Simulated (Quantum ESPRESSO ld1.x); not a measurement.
The numbers below are computed, except where a source is named.
Pt I, 78 electrons, occupied as [Xe] 4f14 5d9 7s1 (not the ground configuration). Code: ld1.x of Quantum ESPRESSO 7.5. Model: non-relativistic Kohn-Sham, LDA (Slater exchange, VWN5 correlation), spin-polarised, spherical densities, point nucleus; open shells are filled with parallel spins first; relativity is left out, which matters for an element this heavy.

Normalised radial functions P(r) = r R(r), r in bohr:

r	5s down	5p down	5d down
0.0006447	0.0286	0.0004	0.0000
0.001074	0.0460	0.0011	0.0000
0.001788	0.0724	0.0029	0.0000
0.002977	0.1092	0.0078	0.0001
0.004958	0.1534	0.0199	0.0004
0.008257	0.1876	0.0485	0.0016
0.01375	0.1684	0.1076	0.0064
0.0229	0.0322	0.2031	0.0236
0.03813	-0.2112	0.2794	0.0741
0.0635	-0.2856	0.1570	0.1805
0.1057	0.1541	-0.2505	0.2753
0.1779	0.3926	-0.3062	0.0922
0.2962	-0.4619	0.4434	-0.3486
0.4933	-0.2396	0.2499	-0.2146
0.8214	1.0725	-0.9384	0.5635
1.368	0.7869	-0.8617	0.8457
2.278	0.1302	-0.2114	0.4998
3.794	0.0039	-0.0126	0.1450
6.317	0.0000	-0.0001	0.0162
10.52	0.0000	0.0000	0.0004
17.52	0.0000	0.0000	0.0000
29.17	0.0000	0.0000	0.0000

5s down: eigenvalue -84.222 eV, 4 radial nodes at r = 0.0247, 0.0925, 0.233, 0.538 bohr, <r> = 1.05 bohr, 90 % of the charge inside 1.51 bohr. 5p down: eigenvalue -55.209 eV, 3 radial nodes at r = 0.0792, 0.225, 0.549 bohr, <r> = 1.15 bohr, 90 % of the charge inside 1.67 bohr. 5d down: eigenvalue -11.305 eV, 2 radial nodes at r = 0.199, 0.575 bohr, <r> = 1.62 bohr, 90 % of the charge inside 2.55 bohr.
